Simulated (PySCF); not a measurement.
C7H7NO.
Cartesian coordinates in Å at the PBE0-D3(BJ)/def2-SVP level; atoms count from 1:
```xyz
16
C7H7NO angstrom
C     -2.5998   -0.0099    0.5591
C     -1.4928   -0.6772   -0.2150
O     -1.6972   -1.6654   -0.8844
C     -0.1157   -0.0946   -0.1409
C      0.9058   -0.6984   -0.8820
C      2.1856   -0.1677   -0.8176
C      2.3976    0.9522   -0.0096
N      1.4385    1.5383    0.7013
C      0.2144    1.0243    0.6335
H     -2.3886   -0.0395    1.6397
H     -3.5397   -0.5372    0.3573
H     -2.7003    1.0487    0.2745
H      0.6600   -1.5722   -1.4906
H      3.0121   -0.6070   -1.3805
H      3.3976    1.3959    0.0644
H     -0.5502    1.5307    1.2333
```

Level: CAM-B3LYP/def2-SVPD in PySCF, non-relativistic, on one gas-phase PBE0-D3(BJ)/def2-SVP geometry that isn't relaxed in the solvent. The solvent is an IEF-PCM continuum (cavity from Bondi-type radii × 1.2), and excitations are vertical TDDFT with non-equilibrium linear response and a frozen core. Specific hydrogen bonds and non-electrostatic terms are outside this model.

Gas-phase singlets (H = HOMO, L = LUMO):

| state | E (eV) | λ (nm) | f | leading configurations |
| --- | --- | --- | --- | --- |
| S1 | 3.972 | 312 | 0.000 | H→L 70%, H-2→L 18% |
| S2 | 4.757 | 261 | 0.001 | H-2→L 69%, H→L 22% |
| S3 | 5.133 | 242 | 0.003 | H→L+1 63%, H-2→L+1 34% |
| S4 | 5.306 | 234 | 0.094 | H-1→L 54%, H-1→L+1 20% |
| S5 | 5.694 | 218 | 0.167 | H-3→L 42%, H-1→L 36% |

Give the list for chloroform (ε = 4.711), n² = 2.09.

```csv
state,E (eV),λ (nm),f,leading configurations,change by rank (eV)
S1,4.075,304,0.000,"H→L 69%, H-2→L 19%",+0.103
S2,4.858,255,0.001,"H-2→L 68%, H→L 23%",+0.101
S3,5.236,237,0.185,"H-1→L 70%, H-1→L+1 14%",+0.103
S4,5.264,236,0.004,"H→L+1 62%, H-2→L+1 36%",-0.042
S5,5.628,220,0.175,"H-3→L 52%, H-1→L+1 23%",-0.066
```

What are the lowest 5 singlets in acetonitrile (ε = 35.69)?

```tsv
state	E (eV)	λ (nm)	f	leading configurations	change by rank (eV)
S1	4.119	301	0.000	H→L 69%, H-2→L 19%	+0.147
S2	4.901	253	0.001	H-2→L 68%, H→L 23%	+0.144
S3	5.232	237	0.178	H-1→L 70%, H-1→L+1 13%	+0.099
S4	5.324	233	0.004	H→L+1 61%, H-2→L+1 36%	+0.018
S5	5.638	220	0.167	H-3→L 52%, H-1→L+1 24%	-0.056
```

The ground-state energy changes by -0.333 eV from gas to acetonitrile. By how much does the total energy of gas-phase S1 change?

E(S1) = E(S0) + excitation energy, so it changes by -0.333 + 0.147 = -0.186 eV: it is lowered less than the ground state, which is what a blue shift means. This is the vertical state, with the slow part of the continuum still set for S0.

How do the frontier levels move from gas to acetonitrile?

```tsv
orbital	gas (eV)	solvent (eV)	change (eV)
LUMO+2	1.18	1.37	+0.19
LUMO+1	0.02	0.14	+0.12
LUMO	-0.94	-0.88	+0.06
HOMO	-9.00	-9.09	-0.09
HOMO-1	-9.24	-9.12	+0.12
HOMO-2	-9.42	-9.48	-0.06
HOMO-3	-9.90	-9.84	+0.06
```

The HOMO–LUMO gap goes from 8.06 to 8.22 eV.
